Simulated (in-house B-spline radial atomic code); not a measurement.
Configurations of Cl⁷⁺, with energies counted from [He] 2s2 2p6. Level of theory: Dirac-Hartree-Fock, average of configuration, Fermi nucleus of rms radius 3.3654 fm; calculated with a B-spline radial code for spherical atoms. Energies include first-order Breit, QED and recoil terms.

Occupations are held fixed; configurations that lie above the ionisation limit could autoionise.

```json
{"configuration": "[He] 2s2 2p5 3s1", "E - E(ref) (eV)": "208.8", "highest orbital": "3s1/2", "its <r> (bohr)": "1.198"}
{"configuration": "[He] 2s2 2p5 4d1", "E - E(ref) (eV)": "290.59", "highest orbital": "4d5/2", "its <r> (bohr)": "2.492"}
{"configuration": "[He] 2s2 2p5 5s1", "E - E(ref) (eV)": "304.76", "highest orbital": "5s1/2", "its <r> (bohr)": "3.847"}
{"configuration": "[He] 2s2 2p5 5d1", "E - E(ref) (eV)": "311.26", "highest orbital": "5d5/2", "its <r> (bohr)": "4.147"}
{"configuration": "[He] 2s2 2p5 5g1", "E - E(ref) (eV)": "312.47", "highest orbital": "5g9/2", "its <r> (bohr)": "3.437"}
{"configuration": "[He] 2s2 2p5 6d1", "E - E(ref) (eV)": "322.41", "highest orbital": "6d5/2", "its <r> (bohr)": "6.176"}
{"configuration": "[He] 2s2 2p5 6f1", "E - E(ref) (eV)": "323.07", "highest orbital": "6f7/2", "its <r> (bohr)": "5.984"}
{"configuration": "[He] 2s2 2p5 6g1", "E - E(ref) (eV)": "323.11", "highest orbital": "6g9/2", "its <r> (bohr)": "5.499"}
{"configuration": "[He] 2s1 2p6 5p1", "E - E(ref) (eV)": "378.07", "highest orbital": "5p3/2", "its <r> (bohr)": "4.012"}
{"configuration": "[He] 2s1 2p6 5d1", "E - E(ref) (eV)": "381.64", "highest orbital": "5d5/2", "its <r> (bohr)": "4.148"}
{"configuration": "[He] 2s1 2p6 5f1", "E - E(ref) (eV)": "382.78", "highest orbital": "5f7/2", "its <r> (bohr)": "3.925"}
{"configuration": "[He] 2s1 2p6 6f1", "E - E(ref) (eV)": "393.44", "highest orbital": "6f7/2", "its <r> (bohr)": "5.984"}
```

Q: Order these further configurations by energy, lowest first.
A. [He] 2s1 2p6 6g1
B. [He] 2s2 2p5 4f1
C. [He] 2s2 2p5 4s1
D. [He] 2s2 2p5 3d1
E. [He] 2s2 2p5 6s1

A: D (245.7 eV), C (277.02 eV), B (292.79 eV), E (318.79 eV), A (393.49 eV).

Q: How far above the reference does [He] 2s2 2p5 5f1 lie?

A: 312.41 eV; its least bound orbital is 5f7/2 with <r> = 3.925 bohr.

Q: How far above the reference does [He] 2s1 2p6 3p1 lie?

A: 295.31 eV; its least bound orbital is 3p3/2 with <r> = 1.234 bohr.

Q: How far above the reference does [He] 2s1 2p6 4d1 lie?

A: 360.97 eV; its least bound orbital is 4d5/2 with <r> = 2.492 bohr.

Q: One of these lies 353.5 eV from the reference. Which?
A. [He] 2s1 2p6 6p1
B. [He] 2s1 2p6 5g1
C. [He] 2s1 2p6 3d1
D. [He] 2s1 2p6 4p1

A: D.
